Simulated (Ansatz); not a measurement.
Steps of a relaxation of `[SiH3][B](Cl)[GaH2]` with RKS PBE0-D4/def2-TZVP.

```sh
$ ansatz run in.yaml --threads 4 --pin off --events-out ev --progress --plain --max-ram 10444MiB
```

```yaml
crystal:
  periodic: [false, false, false]
  atoms:
    - {symbol: Si, position_ang: [0.332800, 1.422160, -1.138500]}
    - {symbol: B, position_ang: [0.017370, -0.122090, 0.048840]}
    - {symbol: Cl, position_ang: [1.073330, -1.511960, -0.021420]}
    - {symbol: Ga, position_ang: [-0.824840, -1.312010, 1.489560]}
    - {symbol: H, position_ang: [-0.832400, 1.685210, -1.994950]}
    - {symbol: H, position_ang: [0.551780, 2.650180, -0.361060]}
    - {symbol: H, position_ang: [1.488760, 1.274990, -2.030180]}
    - {symbol: H, position_ang: [-1.665690, -2.586290, 1.115020]}
    - {symbol: H, position_ang: [-0.141120, -1.500180, 2.892690]}
basis:
  gaussian: {orbitals: def2-TZVP}
hamiltonian: {xc: pbe0, dispersion: d4}
relax: {f_tol: 0.005, max_steps: 150}
```

Positions (Å) and forces (eV/Å) along the path, 12 of 12 steps:

```xyz
9
step=1 energy=-73520.7405 eV
Si    0.333    1.422   -1.139   -0.027    0.418   -0.221
B     0.017   -0.122    0.049   -0.636    0.164    0.437
Cl    1.073   -1.512   -0.021    1.542   -0.785   -0.848
Ga   -0.825   -1.312    1.490   -0.615   -0.326    0.733
H    -0.832    1.685   -1.995   -0.380   -0.060   -0.143
H     0.552    2.650   -0.361    0.031    0.230    0.339
H     1.489    1.275   -2.030    0.354   -0.192   -0.188
H    -1.666   -2.586    1.115   -0.250    0.197   -0.187
H    -0.141   -1.500    2.893   -0.019    0.354    0.080
9
step=2 energy=-73520.9965 eV
Si    0.315    1.419   -1.120   -0.021    0.060   -0.025
B     0.075   -0.188    0.039   -0.230    0.130    0.128
Cl    1.225   -1.526   -0.139    0.826   -0.405   -0.467
Ga   -0.769   -1.369    1.478   -0.676   -0.037    0.589
H    -0.903    1.627   -1.947   -0.040    0.009   -0.013
H     0.520    2.620   -0.269   -0.005    0.035    0.028
H     1.489    1.236   -2.008    0.061    0.059   -0.088
H    -1.801   -2.494    1.022    0.241    0.216    0.152
H    -0.149   -1.324    2.944   -0.155   -0.068   -0.305
9
step=3 energy=-73521.1242 eV
Si    0.316    1.403   -1.112   -0.008    0.027   -0.002
B     0.123   -0.239    0.033    0.286   -0.253   -0.107
Cl    1.352   -1.525   -0.251    0.041    0.126   -0.107
Ga   -0.812   -1.340    1.497   -0.175   -0.015    0.160
H    -0.918    1.604   -1.923    0.002    0.002    0.028
H     0.508    2.600   -0.245   -0.023   -0.010   -0.005
H     1.485    1.271   -2.026   -0.049    0.036    0.019
H    -1.835   -2.460    1.071    0.018    0.085    0.069
H    -0.217   -1.314    2.956   -0.092    0.002   -0.054
9
step=4 energy=-73521.2039 eV
Si    0.308    1.372   -1.086    0.058   -0.106   -0.005
B     0.246   -0.341   -0.018    0.196   -0.151   -0.032
Cl    1.514   -1.550   -0.366   -0.031    0.158   -0.081
Ga   -0.803   -1.317    1.475   -0.133    0.035    0.077
H    -0.957    1.551   -1.853   -0.004   -0.015    0.030
H     0.467    2.544   -0.180   -0.019   -0.029    0.017
H     1.454    1.326   -2.035   -0.024    0.078   -0.026
H    -1.921   -2.360    1.095    0.012    0.037    0.050
H    -0.308   -1.225    2.967   -0.054   -0.007   -0.030
9
step=5 energy=-73521.2485 eV
Si    0.325    1.319   -1.071    0.017    0.057    0.070
B     0.365   -0.420   -0.031    0.007   -0.056   -0.235
Cl    1.648   -1.540   -0.505   -0.013   -0.002    0.073
Ga   -0.819   -1.281    1.464    0.111   -0.087    0.045
H    -0.982    1.469   -1.776    0.021   -0.046    0.021
H     0.433    2.460   -0.115    0.006   -0.006   -0.016
H     1.432    1.419   -2.072   -0.111   -0.030    0.103
H    -1.998   -2.276    1.127    0.022    0.121   -0.014
H    -0.403   -1.151    2.981   -0.060    0.050   -0.048
9
step=6 energy=-73521.2341 eV rejected
Si    0.319    1.275   -1.035   -0.014   -0.139   -0.285
B     0.422   -0.559   -0.153    0.325    0.315    0.435
Cl    1.822   -1.548   -0.573   -0.275    0.005    0.000
Ga   -0.795   -1.249    1.436    0.020   -0.236   -0.190
H    -1.017    1.398   -1.694    0.038    0.038    0.011
H     0.402    2.368   -0.018    0.015   -0.139    0.009
H     1.387    1.490   -2.072   -0.180   -0.034    0.205
H    -2.067   -2.142    1.137    0.035    0.091    0.002
H    -0.474   -1.034    2.971    0.036    0.100   -0.187
9
step=7 energy=-73521.2708 eV
Si    0.316    1.299   -1.046    0.077   -0.051   -0.011
B     0.422   -0.477   -0.073   -0.051   -0.024   -0.009
Cl    1.713   -1.575   -0.548    0.014    0.023   -0.008
Ga   -0.788   -1.277    1.440   -0.005    0.042    0.004
H    -1.004    1.416   -1.734    0.017   -0.020    0.032
H     0.405    2.415   -0.060   -0.011   -0.029   -0.007
H     1.404    1.456   -2.057   -0.078    0.007    0.062
H    -2.031   -2.192    1.113    0.048    0.049   -0.007
H    -0.438   -1.065    2.964   -0.009    0.004   -0.055
9
step=8 energy=-73521.2786 eV
Si    0.313    1.260   -1.022   -0.015   -0.018    0.020
B     0.469   -0.529   -0.088    0.061    0.129   -0.134
Cl    1.778   -1.586   -0.584    0.030   -0.045    0.001
Ga   -0.775   -1.245    1.411   -0.082   -0.081    0.118
H    -1.024    1.352   -1.676   -0.003   -0.006    0.015
H     0.384    2.350   -0.006   -0.009   -0.008    0.008
H     1.366    1.490   -2.047    0.016   -0.002   -0.011
H    -2.056   -2.100    1.080    0.014    0.025    0.004
H    -0.456   -0.991    2.933   -0.012    0.007   -0.021
9
step=9 energy=-73521.2804 eV
Si    0.315    1.255   -1.020    0.007   -0.008   -0.002
B     0.485   -0.537   -0.097    0.003    0.039   -0.025
Cl    1.792   -1.598   -0.591    0.008   -0.012    0.000
Ga   -0.773   -1.247    1.412    0.000    0.014   -0.009
H    -1.028    1.339   -1.664   -0.011   -0.010    0.004
H     0.376    2.336    0.004   -0.002   -0.004    0.015
H     1.359    1.508   -2.051    0.001   -0.011    0.006
H    -2.063   -2.082    1.076   -0.005   -0.005    0.002
H    -0.463   -0.974    2.930    0.000   -0.002    0.009
9
step=10 energy=-73521.2806 eV
Si    0.315    1.253   -1.019    0.014   -0.042    0.010
B     0.495   -0.540   -0.104   -0.015    0.025    0.004
Cl    1.801   -1.604   -0.596   -0.003   -0.001    0.001
Ga   -0.773   -1.237    1.406    0.019   -0.010   -0.014
H    -1.033    1.325   -1.653    0.000    0.006   -0.003
H     0.371    2.324    0.018    0.000    0.004   -0.003
H     1.356    1.512   -2.050   -0.008    0.011    0.001
H    -2.066   -2.068    1.072   -0.009    0.000   -0.003
H    -0.466   -0.963    2.925    0.001    0.007    0.008
9
step=11 energy=-73521.2807 eV
Si    0.316    1.251   -1.019    0.000   -0.015    0.009
B     0.495   -0.541   -0.103   -0.002    0.012   -0.005
Cl    1.800   -1.605   -0.595    0.004   -0.005   -0.001
Ga   -0.771   -1.239    1.406    0.000    0.007   -0.005
H    -1.033    1.324   -1.652   -0.001    0.002   -0.002
H     0.371    2.322    0.017    0.001    0.003    0.000
H     1.354    1.515   -2.050    0.000    0.001   -0.001
H    -2.067   -2.066    1.071   -0.004   -0.005   -0.002
H    -0.466   -0.962    2.924    0.003   -0.001    0.006
9
step=12 energy=-73521.2807 eV
Si    0.316    1.251   -1.019    0.001    0.000   -0.001
B     0.494   -0.540   -0.103   -0.001    0.000    0.001
Cl    1.799   -1.606   -0.593    0.000    0.000    0.000
Ga   -0.771   -1.238    1.406    0.000    0.001   -0.001
H    -1.032    1.325   -1.653   -0.001    0.000    0.000
H     0.371    2.323    0.017    0.000    0.000    0.001
H     1.354    1.516   -2.050    0.001    0.001   -0.001
H    -2.066   -2.067    1.071   -0.001   -0.001    0.000
H    -0.465   -0.963    2.925    0.000    0.000    0.001
```

It took 70 s on 4 threads of an Arm Neoverse N1 on a shared host, with 0.53 GiB of host memory at the peak.
